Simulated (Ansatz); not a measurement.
Ansatz (a program for electronic structure) input (MP2/6-31G*):

Ansatz 0.2 input:
```yaml
crystal:
  periodic: [false, false, false]
  atoms:
    - {symbol: C, position_ang: [-1.95105108, 0.13248936, -0.04399183]}
    - {symbol: C, position_ang: [-0.50694792, 0.29325068, 0.31313964]}
    - {symbol: C, position_ang: [0.50694792, -0.29325068, -0.31313964]}
    - {symbol: C, position_ang: [1.95105108, -0.13248936, 0.04399183]}
    - {symbol: H, position_ang: [-2.07809854, -0.53645292, -0.89653654]}
    - {symbol: H, position_ang: [-2.40593983, 1.09501804, -0.29633442]}
    - {symbol: H, position_ang: [-2.52350439, -0.27380771, 0.79522323]}
    - {symbol: H, position_ang: [-0.28987359, 0.94664166, 1.15587905]}
    - {symbol: H, position_ang: [0.28987359, -0.94664166, -1.15587905]}
    - {symbol: H, position_ang: [2.07809854, 0.53645292, 0.89653654]}
    - {symbol: H, position_ang: [2.52350439, 0.27380771, -0.79522323]}
    - {symbol: H, position_ang: [2.40593983, -1.09501804, 0.29633442]}
basis:
  gaussian:
    orbitals: 6-31G*
magnetization: {spin_polarized: false}
correlation: {method: mp2, electrons: outside_noble_gas}
relax: {f_tol: 0.003, max_steps: 120}
```

From the output:

```
mean field evaluation 2: about -4245.7842 eV, gradient 2.7e1 eV
mean field evaluation 4: about -4247.9472 eV, gradient 2.6e0 eV
mean field evaluation 8: about -4247.9691 eV, gradient 3.7e-3 eV
mean field -4247.96910337 eV, -156.1099851720 hartree, gradient 2.3e-6 eV, S^2 0.000000; 0 other end points of the search recorded, 0 dependent functions left out
4 core orbitals not correlated
reference -4247.96910337 eV, -156.1099851720 hartree; 12, 12 occupied and 60, 60 virtual orbitals, 931 factors
densities: 0.14 GiB planned
second order -14.03316548 eV of doubles, -0.00000000 eV of singles
the calculation of the forces begins
relax step   1: F+E_penalty+E_count = -4262.00226886 eV  Δ(F+E_penalty+E_count) = +0.000e0 eV  max|allowed force component| = 4.259e-1 eV/Å  Δτ_max = 0.0000 Å  (43 SCF iters, accepted)
these checks for a lower state are left out or cut short: starts, cluster_reference, orbital_swaps, neighbouring_geometries, increment
integrals: 0.03 GiB planned
931 factors; integrals over basis functions are off by at most 4.4e-4 eV
mean field: 0.15 GiB planned
mean field evaluation 16: about -4247.9570 eV, gradient 2.4e-2 eV
mean field -4247.95696656 eV, -156.1095391526 hartree, gradient 6.0e-6 eV, S^2 0.000000; 0 other end points of the search recorded, 0 dependent functions left out
4 core orbitals not correlated
reference -4247.95696656 eV, -156.1095391526 hartree; 12, 12 occupied and 60, 60 virtual orbitals, 931 factors
densities: 0.14 GiB planned
second order -14.05102035 eV of doubles, -0.00000000 eV of singles
the calculation of the forces begins
relax step   2: F+E_penalty+E_count = -4262.00798691 eV  Δ(F+E_penalty+E_count) = -5.718e-3 eV  max|allowed force component| = 9.303e-2 eV/Å  Δτ_max = 0.0071 Å  (31 SCF iters, accepted)
these checks for a lower state are left out or cut short: starts, cluster_reference, orbital_swaps, neighbouring_geometries, increment
integrals: 0.03 GiB planned
931 factors; integrals over basis functions are off by at most 4.4e-4 eV
mean field: 0.15 GiB planned
mean field -4247.95223666 eV, -156.1093653319 hartree, gradient 6.1e-6 eV, S^2 0.000000; 0 other end points of the search recorded, 0 dependent functions left out
4 core orbitals not correlated
reference -4247.95223666 eV, -156.1093653319 hartree; 12, 12 occupied and 60, 60 virtual orbitals, 931 factors
densities: 0.14 GiB planned
second order -14.05616688 eV of doubles, -0.00000000 eV of singles
the calculation of the forces begins
relax step   3: F+E_penalty+E_count = -4262.00840355 eV  Δ(F+E_penalty+E_count) = -4.166e-4 eV  max|allowed force component| = 7.879e-3 eV/Å  Δτ_max = 0.0039 Å  (32 SCF iters, accepted)
these checks for a lower state are left out or cut short: starts, cluster_reference, orbital_swaps, neighbouring_geometries, increment
integrals: 0.03 GiB planned
931 factors; integrals over basis functions are off by at most 4.4e-4 eV
mean field: 0.15 GiB planned
mean field evaluation 32: about -4247.9522 eV, gradient 5.9e-6 eV
mean field -4247.95224190 eV, -156.1093655245 hartree, gradient 6.2e-6 eV, S^2 0.000000; 0 other end points of the search recorded, 0 dependent functions left out
4 core orbitals not correlated
reference -4247.95224190 eV, -156.1093655245 hartree; 12, 12 occupied and 60, 60 virtual orbitals, 931 factors
densities: 0.14 GiB planned
second order -14.05617030 eV of doubles, -0.00000000 eV of singles
the calculation of the forces begins
relax step   4: F+E_penalty+E_count = -4262.00841220 eV  Δ(F+E_penalty+E_count) = -8.656e-6 eV  max|allowed force component| = 2.023e-3 eV/Å  Δτ_max = 0.0010 Å  (24 SCF iters, accepted)
these checks for a lower state are left out or cut short: cluster_reference
integrals: 0.03 GiB planned
931 factors; integrals over basis functions are off by at most 4.4e-4 eV
mean field: 0.15 GiB planned
mean field -4247.95224190 eV, -156.1093655245 hartree, gradient 6.2e-6 eV, S^2 0.000000; 1 other end points of the search recorded, 0 dependent functions left out
4 core orbitals not correlated
reference -4247.95224190 eV, -156.1093655245 hartree; 12, 12 occupied and 60, 60 virtual orbitals, 931 factors
densities: 0.14 GiB planned
second order -14.05617030 eV of doubles, -0.00000000 eV of singles
the calculation of the forces begins
Total energy: -4262.00841220 eV, -156.6259202554 hartree
Atom 0 at    -1.954301     0.134947    -0.041260 Å, force    -0.000207    -0.000776    -0.000995 eV/Å
Atom 1 at    -0.508248     0.298077     0.319052 Å, force     0.002023     0.000496     0.000840 eV/Å
Atom 2 at     0.508248    -0.298077    -0.319052 Å, force    -0.002023    -0.000496    -0.000840 eV/Å
Atom 3 at     1.954301    -0.134947     0.041260 Å, force     0.000207     0.000776     0.000995 eV/Å
Atom 4 at    -2.070797    -0.536929    -0.896348 Å, force     0.000195     0.000437     0.000569 eV/Å
Atom 5 at    -2.410071     1.097053    -0.299727 Å, force     0.000088    -0.000385     0.000198 eV/Å
Atom 6 at    -2.528094    -0.277110     0.796087 Å, force     0.000144     0.000266    -0.000322 eV/Å
Atom 7 at    -0.286178     0.952353     1.163439 Å, force     0.000345    -0.000846    -0.001024 eV/Å
Atom 8 at     0.286178    -0.952353    -1.163439 Å, force    -0.000345     0.000846     0.001024 eV/Å
Atom 9 at     2.070797     0.536929     0.896348 Å, force    -0.000195    -0.000437    -0.000569 eV/Å
Atom 10 at     2.528094     0.277110    -0.796087 Å, force    -0.000144    -0.000266     0.000322 eV/Å
Atom 11 at     2.410071    -1.097053     0.299727 Å, force    -0.000088     0.000385    -0.000198 eV/Å
Dipole moment:    -0.000000    -0.000000    -0.000000 e Å
Checks for a lower state left out: cluster_reference
```

The geometry given is a B3LYP-D3(BJ)/def2-TZVP minimum.
